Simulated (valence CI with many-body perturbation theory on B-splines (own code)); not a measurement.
**Re LXX: electric-dipole lines**

Computed by valence CI with perturbative core correlation (CI+MBPT): four valence electrons over a frozen Dirac-Fock core [He], a basis of 11 s, 11 p, 9 d, 7 f, 5 g, 2 h, 1 i functions for each j, with the one-electron correlation potential Σ1 (screened to all orders), the two-electron term Σ2, the three-electron term Σ3, Breit, model QED; selected single and double excitations, second order for the rest (own B-spline code, finite nucleus).

No measured spectrum was set against this ion. As an estimate, large intervals hold to a few tenths of a per cent, small ones and those within an open d or f shell to about a per cent. Among the levels kept, up to 280 cm⁻¹ of a level comes from second order outside the variational space, and about a tenth of that is noise between levels of different J, which matters for small intervals.

Lines 51 to 100 of 249 in falling wavelength, among levels below 981.14 Ry, chosen from the strongest by gf and those to the six lowest levels. Wavelengths and rates use the calculated energies. Electric multipoles are in the length gauge, E1 and E2 with the static RPA response of the core. Weak lines are less certain than strong ones. Lines between different terms over intervals too small for the method are left out, as are lines whose strength nearly cancels. The highest levels of a list are the least certain.

Levels are named by their leading jj configuration (3d3/2^4 stands for four electrons in 3d with j = 3/2), which in mixed levels can hold well under half, so a name can repeat and another be missing. Letters in brackets count levels of one name in rising energy.

```csv
λ vac (nm),Upper,Lower,A (s⁻¹),S (a.u.) with core polarisation,S without
2.237,(2s^2 2p1/2 3p3/2) J=2,(2s^2 2p1/2 3s) J=1,1.69e+12,4.67e-02,4.67e-02
2.224,(2s 2p1/2 2p3/2 3p3/2) J=1 [c],(2s 2p1/2 2p3/2 3s) J=1 [c],7.52e+11,1.22e-02,1.22e-02
2.218,(2s^2 2p1/2 3p3/2) J=1,(2s^2 2p1/2 3s) J=0,1.19e+12,1.92e-02,1.93e-02
2.212,(2s 2p1/2 2p3/2 3p3/2) J=2 [b],(2s 2p1/2 2p3/2 3s) J=3,4.26e+11,1.14e-02,1.14e-02
2.210,(2s 2p1/2^2 3p3/2) J=2,(2s 2p1/2^2 3s) J=1,1.64e+12,4.37e-02,4.38e-02
2.203,(2s 2p1/2 2p3/2 3p3/2) J=2 [d],(2s 2p1/2 2p3/2 3s) J=1 [b],1.03e+12,2.71e-02,2.71e-02
2.196,(2s^2 2p3/2 3p3/2) J=2,(2s^2 2p3/2 3s) J=1,9.59e+11,2.51e-02,2.51e-02
2.194,(2s 2p1/2 2p3/2 3p3/2) J=1 [c],(2s 2p1/2 2p3/2 3s) J=0,8.97e+11,1.40e-02,1.40e-02
2.172,(2s 2p1/2 2p3/2 3p3/2) J=1 [d],(2s 2p1/2 2p3/2 3s) J=1 [b],1.12e+12,1.71e-02,1.71e-02
2.169,(2s 2p1/2 2p3/2 3p3/2) J=2 [a],(2s 2p1/2 2p3/2 3s) J=2 [a],7.76e+11,1.95e-02,1.95e-02
2.164,(2s 2p1/2 2p3/2 3p3/2) J=3 [b],(2s 2p1/2 2p3/2 3s) J=3,9.96e+11,3.49e-02,3.49e-02
2.161,(2s^2 2p3/2 3p3/2) J=2,(2s^2 2p3/2 3s) J=2,9.42e+11,2.34e-02,2.34e-02
1.081,(2s^2 2p3/2^2) J=2,(2s 2p1/2^2 2p3/2) J=1,2.49e+10,7.77e-05,7.78e-05
1.003,(2s^2 2p3/2^2) J=2,(2s 2p1/2^2 2p3/2) J=2,3.00e+10,7.46e-05,7.47e-05
0.6957,(2s 2p1/2 2p3/2^2) J=2 [a],(2s^2 2p1/2 2p3/2) J=1,3.27e+12,2.71e-03,2.72e-03
0.6855,(2s 2p1/2 2p3/2^2) J=3,(2s^2 2p1/2 2p3/2) J=2,3.15e+12,3.50e-03,3.51e-03
0.6723,(2s 2p3/2^3) J=2,(2s^2 2p3/2^2) J=2,1.06e+13,7.94e-03,7.95e-03
0.6695,(2p1/2^2 2p3/2^2) J=2,(2s 2p1/2^2 2p3/2) J=1,9.70e+12,7.19e-03,7.20e-03
0.6684,(2p1/2 2p3/2^3) J=1,(2s 2p1/2 2p3/2^2) J=1 [a],1.48e+13,6.54e-03,6.55e-03
0.6667,(2s 2p1/2 2p3/2 3p3/2) J=2 [c],(2s^2 2p1/2 3p3/2) J=1,1.24e+13,9.04e-03,9.06e-03
0.6653,(2s 2p1/2 2p3/2 3p3/2) J=3 [c],(2s^2 2p1/2 3p3/2) J=2,1.25e+13,1.28e-02,1.28e-02
0.6651,(2p1/2 2p3/2^3) J=2,(2s 2p1/2 2p3/2^2) J=2 [b],1.92e+13,1.39e-02,1.39e-02
0.6647,(2s 2p1/2 2p3/2 3d3/2) J=2 [c],(2s^2 2p1/2 3d3/2) J=2,1.22e+13,8.86e-03,8.87e-03
0.6643,(2p3/2^4) J=0,(2s 2p3/2^3) J=1,4.29e+13,6.21e-03,6.21e-03
0.6638,(2s 2p1/2 2p3/2 3d3/2) J=1 [d],(2s^2 2p1/2 3d3/2) J=1,9.63e+12,4.17e-03,4.18e-03
0.6624,(2s 2p1/2 2p3/2 3p1/2) J=1 [b],(2s^2 2p1/2 3p1/2) J=1,1.46e+13,6.27e-03,6.27e-03
0.6623,(2s 2p1/2 2p3/2 3s) J=1 [b],(2s^2 2p1/2 3s) J=1,1.21e+13,5.19e-03,5.20e-03
0.6622,(2s 2p1/2 2p3/2 3d3/2) J=3 [c],(2s^2 2p1/2 3d3/2) J=2,1.18e+13,1.18e-02,1.19e-02
0.6620,(2s 2p1/2 2p3/2 3d3/2) J=2 [d],(2s^2 2p1/2 3d3/2) J=1,9.64e+12,6.90e-03,6.91e-03
0.6617,(2s 2p1/2 2p3/2 3d3/2) J=1 [c],(2s^2 2p1/2 3d3/2) J=2,1.17e+13,5.04e-03,5.04e-03
0.6615,(2s 2p1/2 2p3/2 3p1/2) J=2 [c],(2s^2 2p1/2 3p1/2) J=1,1.31e+13,9.37e-03,9.39e-03
0.6614,(2s 2p1/2 2p3/2 3p1/2) J=1 [c],(2s^2 2p1/2 3p1/2) J=0,1.39e+13,5.93e-03,5.94e-03
0.6593,(2s 2p1/2 2p3/2 3p3/2) J=1 [c],(2s^2 2p1/2 3p3/2) J=1,8.84e+12,3.75e-03,3.76e-03
0.6593,(2s 2p1/2 2p3/2 3p3/2) J=2 [d],(2s^2 2p1/2 3p3/2) J=2,1.20e+13,8.51e-03,8.52e-03
0.6590,(2s 2p1/2 2p3/2 3s) J=2 [c],(2s^2 2p1/2 3s) J=1,1.27e+13,8.96e-03,8.97e-03
0.6588,(2s 2p1/2 2p3/2 3s) J=1 [c],(2s^2 2p1/2 3s) J=0,1.13e+13,4.80e-03,4.80e-03
0.6584,(2p1/2^2 2p3/2 3p1/2) J=2,(2s 2p1/2^2 3p1/2) J=1,9.94e+12,7.00e-03,7.01e-03
0.6564,(2s 2p1/2 2p3/2 3p3/2) J=1 [d],(2s^2 2p1/2 3p3/2) J=2,8.35e+12,3.49e-03,3.50e-03
0.6560,(2p1/2^2 2p3/2 3s) J=2,(2s 2p1/2^2 3s) J=1,9.81e+12,6.83e-03,6.84e-03
0.6555,(2s 2p1/2 2p3/2^2) J=0,(2s^2 2p1/2 2p3/2) J=1,1.12e+13,1.56e-03,1.56e-03
0.6538,(2s 2p1/2 2p3/2^2) J=1 [a],(2s^2 2p1/2 2p3/2) J=2,1.95e+12,8.06e-04,8.07e-04
0.6522,(2s 2p1/2^2 2p3/2) J=1,(2s^2 2p1/2^2) J=0,1.43e+13,5.87e-03,5.88e-03
0.6507,(2s 2p1/2 2p3/2^2) J=2 [b],(2s^2 2p1/2 2p3/2) J=2,2.01e+13,1.36e-02,1.37e-02
0.6491,(2s 2p1/2 2p3/2^2) J=1 [b],(2s^2 2p1/2 2p3/2) J=2,1.22e+13,4.96e-03,4.97e-03
0.6475,(2s 2p1/2 2p3/2^2) J=1 [a],(2s^2 2p1/2 2p3/2) J=1,2.01e+13,8.07e-03,8.08e-03
0.6462,(2p1/2^2 2p3/2^2) J=0,(2s 2p1/2^2 2p3/2) J=1,2.27e+13,3.03e-03,3.03e-03
0.6445,(2s 2p1/2 2p3/2^2) J=2 [b],(2s^2 2p1/2 2p3/2) J=1,1.52e+12,1.01e-03,1.01e-03
0.6430,(2s 2p1/2 2p3/2^2) J=1 [b],(2s^2 2p1/2 2p3/2) J=1,3.09e+11,1.22e-04,1.22e-04
0.6417,(2s 2p3/2^3) J=1,(2s^2 2p3/2^2) J=2,1.98e+13,7.74e-03,7.75e-03
0.6386,(2p1/2^2 2p3/2^2) J=2,(2s 2p1/2^2 2p3/2) J=2,1.08e+13,6.97e-03,6.98e-03
```
